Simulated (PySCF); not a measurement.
A calculated (UHF, PySCF 2.14, x2c-TZVPall, the spin-free X2C one-electron Hamiltonian (Gaussian nucleus)) atom or ion has these occupied shells.

| shell | electrons | orbital energy (eV) | rms radius, mean of both spins (bohr) |
| --- | --- | --- | --- |
| 1s α | 1 | -4091.5 | 0.0888 |
| 1s β | 1 | -4091.4 | 0.0888 |
| 2s α | 1 | -468.31 | 0.393 |
| 2s β | 1 | -468.19 | 0.393 |
| 2p α | 3 | -377.78 | 0.362 |
| 2p β | 3 | -377.74 | 0.362 |
| 3s α | 1 | -68.266 | 1.24 |
| 3s β | 1 | -67.950 | 1.24 |
| 3p α | 3 | -43.094 | 1.38 |
| 3p β | 3 | -42.971 | 1.38 |
| 4s α | 1 | -11.380 | 3.95 |

(1) Name the element and its charge.

Answers

(1) Ca⁺ (calcium, charge +1), in [Ar] 4s1, 2S determinant.
